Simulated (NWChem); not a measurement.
Molecule: C4H4O2; SMILES O=C1C=COC1

```xyz
10

O     -0.0444     2.0815     0.0000
C      0.0390     0.8665     0.0000
C      1.2090    -0.0112     0.0000
C      0.7513    -1.2815     0.0000
O     -0.5910    -1.4322     0.0000
C     -1.1584    -0.1046     0.0000
H      2.2409     0.3083     0.0000
H      1.2989    -2.2175     0.0000
H     -1.7804     0.0101    -0.8925
H     -1.7804     0.0101     0.8925
```
Atoms are numbered in this order, from 1.

Geometry: optimised at B3LYP/6-31G* (spherical d). B3LYP is NWChem's, with the RPA form of VWN correlation.

Question: Give the principal values of the shielding tensors (ppm) of O1, C2, C3, C4, O5 from B3LYP/6-31G* (spherical d), GIAO (NWChem), with their diamagnetic and paramagnetic parts as GIAO splits them.

Answer: 
```csv
atom,σ11,σ22,σ33,isotropic,diamagnetic,paramagnetic
O1,-715.1,-264.1,401.4,-192.6,403.7,-596.3
C2,-69.1,-2.5,79.4,2.6,247.2,-244.7
C3,18.8,90.6,157.3,88.9,257.2,-168.3
C4,-80.5,32.9,109.2,20.5,255.3,-234.8
O5,44.9,206.4,260.4,170.6,392.5,-221.9
```
